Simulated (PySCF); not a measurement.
# CaBe⁺: from constants to spectrum

ROHF-CCSD(T) constants of CaBe⁺, ²Σ⁺ (doublet), unpaired electrons σ ↑ (Ca def2-SVPD, Be def2-SVPD; no relativity (PySCF 2.14); masses 39.9626 and 9.0122 u):

| Property | Result |
| --- | --- |
| ωe | 191.2 cm⁻¹ |
| ωexe | 3.39 cm⁻¹ |
| Be | 0.21426 cm⁻¹ |
| αe | 0.00406 cm⁻¹ |
| De to Ca⁺ + Be | 0.347 eV |

Task: What force constant and bond length do these constants imply?

Result: Reduced mass μred = 7.3538 u; k = 5.8918×10⁻⁷·μred·ωe² (u, cm⁻¹, mdyn/Å) = 0.158 mdyn/Å; Re = √(16.8576/(μred·Be)) (u, cm⁻¹, Å) = 3.271 Å.

Task: Estimate the centrifugal constant D from the Kratzer relation and find the Dunham coefficient a1.

Result: D = 4Be³/ωe² = 1.08e-06 cm⁻¹; a1 = −1 − αeωe/(6Be²) = -3.82.

Correlated steps freeze 5 core orbitals. The bond is weak. Basis-set superposition, not corrected here, can be much of De in a small basis, most of all at correlated wavefunction levels. For an ion De counts to the pair picked by the measured ionisation energies or electron affinities, which need not be the lowest pair at this level. The state was picked by a PBE0 search and need not be the measured ground state.
